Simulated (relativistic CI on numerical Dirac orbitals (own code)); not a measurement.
Level scheme of Er XLIV

Computed by Dirac-Coulomb-Breit CI, separate exchange-only KLI orbitals for each configuration, model QED, unscaled Slater integrals (own radial code, finite nucleus).

CI space (outside the closed core [Ne]): 3s2.3p6.3d7, 3s2.3p5.3d8, 3s2.3p4.3d9, 3s.3p6.3d8, 3p6.3d9, 3s.3p5.3d9, 3s2.3p6.3d6.4s, 3s2.3p6.3d6.4p, 3s2.3p4.3d8.4s, 3s2.3p6.3d6.4d, 3s2.3p4.3d8.4p, 3s2.3p5.3d7.4s, 3s2.3p6.3d6.4f, 3s2.3p5.3d7.4p, 3s2.3p6.3d5.4s2, 3s.3p6.3d7.4s. Levels of other configurations are missing.

```csv
No.,Configuration,Term,J,E (Ry),%,Next component (%),Lifetime (s)
41,3p5.3d8(3P),2P°,1/2,32.4538,48,42 4D°,1.11e-12
42,3p5.3d8(3P),2D°,3/2,32.6166,51,18 2P°,7.06e-13
43,3p5.3d8(1G),2F°,5/2,32.6969,75,14 2D°,8.43e-13
44,3p5.3d8(3F),4D°,3/2,33.8323,27,23 4F°,8.91e-13
45,3p5.3d8(3F),2G°,7/2,34.4106,39,32 4G°,8.80e-13
46,3p5.3d8(3F),4D°,1/2,34.5202,49,47 2P°,7.32e-13
47,3p5.3d8(1D),2D°,5/2,34.5591,38,23 2F°,8.19e-13
48,3p5.3d8(1S),2P°,3/2,36.1087,55,21 4D°,8.85e-13
49,3p5.3d8(3F),4D°,7/2,42.7227,47,23 2F°,2.72e-13
50,3p5.3d8(3F),2G°,9/2,43.5571,60,19 4F°,2.19e-13
51,3p5.3d8(1D),2D°,3/2,43.5786,34,34 2P°,2.62e-13
52,3p5.3d8(1D),2F°,5/2,43.9876,43,36 2D°,2.32e-13
53,3p5.3d8(3F),4F°,5/2,45.0705,29,24 2D°,5.16e-13
54,3p5.3d8(3F),4G°,7/2,45.1582,38,28 2G°,5.00e-13
55,3p5.3d8(1S),2P°,1/2,45.1701,64,24 4D°,2.48e-13
56,3p5.3d8(3P),4D°,3/2,45.4043,39,22 2D°,5.46e-13
57,3p5.3d8(3P),4P°,1/2,45.5592,50,29 4D°,5.73e-13
58,3p5.3d8(1G),2H°,9/2,45.9837,68,27 2G°,5.81e-13
59,3p5.3d8(3F),2F°,5/2,47.2447,28,24 4G°,3.09e-13
60,3p5.3d8(1D),2F°,5/2,47.7554,37,24 2D°,5.95e-13
61,3p5.3d8(1G),2F°,7/2,47.7663,56,33 2G°,2.17e-13
62,3p5.3d8(3P),2P°,3/2,48.0741,41,19 4D°,2.19e-13
63,3p5.3d8(3F),2D°,3/2,50.2294,47,23 4F°,2.90e-13
64,3p5.3d8(1S),2P°,1/2,50.4223,69,22 4D°,5.14e-13
65,3p4(1D).3d9,2F,7/2,53.1175,48,36 4D,8.25e-13
66,3p4(3P).3d9,4F,9/2,53.5369,69,29 2G,6.09e-13
67,3p4(3P).3d9,2P,1/2,53.9871,75,11 2S,6.09e-13
68,3p4(1S).3d9,2D,5/2,55.3627,57,30 4D,5.93e-13
69,3p4(3P).3d9,2P,3/2,55.5361,41,29 2D,4.23e-13
70,3p4(1S).3d9,2D,5/2,55.8114,48,24 4P,3.79e-13
71,3s.3d8(3F),4F,9/2,56.9719,91,8 2G,3.78e-13
72,3p4(3P).3d9,4P,3/2,57.6175,28,23 4D,4.84e-13
73,3p4(3P).3d9,4F,7/2,57.8666,24,19 2G,4.87e-13
74,3s.3d8(3P),4P,5/2,57.8958,33,29 2D,4.25e-13
75,3p4(3P).3d9,4P,1/2,58.3342,57,17 2S,4.09e-13
76,3s.3d8(3F),4F,7/2,58.3445,37,24 2F,3.74e-13
77,3p4(1D).3d9,2F,5/2,58.4562,29,18 2D,3.93e-13
78,3s.3d8(1D),2D,3/2,58.5792,45,15 4F,3.65e-13
79,3s.3d8(3P),4P,1/2,59.4142,51,36 2S,3.66e-13
80,3p4(1S).3d9,2D,3/2,59.8449,64,17 4D,3.92e-13
81,3s.3d8(3F),4F,5/2,60.5222,71,21 4P,3.95e-13
82,3s.3d8(3F),4F,7/2,60.7057,48,39 2F,3.94e-13
83,3s.3d8(3P),4P,3/2,61.0148,79,15 4F,4.02e-13
84,3s.3d8(1G),2G,9/2,61.5601,87,9 4F,4.44e-13
85,3s.3d8(3F),2F,5/2,61.7692,28,27 2D,3.47e-13
86,3s.3d8(1G),2G,7/2,61.9957,74,17 2F,3.97e-13
87,3s.3d8(3P),2P,3/2,62.1137,52,29 4F,3.80e-13
88,3s.3d8(3P),2P,1/2,62.4178,59,26 4P,3.98e-13
89,3s.3d8(1D),2D,3/2,64.2235,39,38 4F,4.26e-13
90,3s.3d8(3F),2F,5/2,64.6674,48,25 2D,4.59e-13
91,3s.3d8(1S),2S,1/2,66.1104,51,23 2P,4.39e-13
92,3p4(3P).3d9,4D,7/2,68.8737,47,37 4F,2.34e-13
93,3p4(1D).3d9,2G,9/2,70.0227,70,26 4F,1.96e-13
94,3p4(3P).3d9,2P,3/2,70.0808,47,24 2D,1.97e-13
95,3p4(3P).3d9,2F,5/2,70.3377,54,19 2D,1.83e-13
96,3p4(3P).3d9,4P,5/2,70.9349,38,34 2D,1.74e-13
97,3p4(1D).3d9,2F,7/2,71.9151,68,17 4F,1.63e-13
98,3p4(3P).3d9,4D,3/2,72.0419,31,25 2P,2.24e-13
99,3p4(3P).3d9,4D,1/2,72.1140,53,18 2S,2.31e-13
100,3p4(3P).3d9,2P,1/2,72.6054,37,35 2S,2.32e-13
101,3p4(3P).3d9,4F,5/2,72.6502,42,30 2D,2.65e-13
102,3p4(3P).3d9,2D,3/2,72.6528,41,31 4F,1.99e-13
103,3p4(1D).3d9,2G,7/2,73.6129,61,35 2F,2.46e-13
104,3p4(1D).3d9,2F,5/2,74.9969,36,35 2D,1.63e-13
105,3p4(1D).3d9,2D,3/2,75.1089,43,30 2P,1.65e-13
106,3p4(1D).3d9,2P,1/2,75.7251,55,22 4P,1.52e-13
107,3s.3p5.3d9,4F°,9/2,82.3131,100,,6.35e-13
108,3s.3p5.3d9,2D°,5/2,83.7135,45,38 4P°,4.11e-13
109,3s.3p5.3d9,4D°,7/2,83.8293,51,35 4F°,4.12e-13
110,3s.3p5.3d9,2D°,3/2,84.2000,50,26 4P°,4.48e-13
```

Energies count from the lowest computed level; ° marks odd parity; lifetimes are radiative, by E1, M1, E2, M2 decay to levels of this space only. Percentages are summed over parent terms; the parents shown are those of the largest component, closed shells are left out there.

The mean weight of the leading LS term, summed over parents, in these 70 levels is 51 %, and that of the leading jj configuration (from the same eigenvectors) 86 %, so jj coupling describes them better and the LS labels are nominal.

At this charge energies of transitions that change n are usually good to better than 1 %, and those within a shell (Δn = 0) to a few per cent.

LS names give the leading component of a level, which can be under half, so a name can repeat, a term be missing and a line seem to break the LS rules.
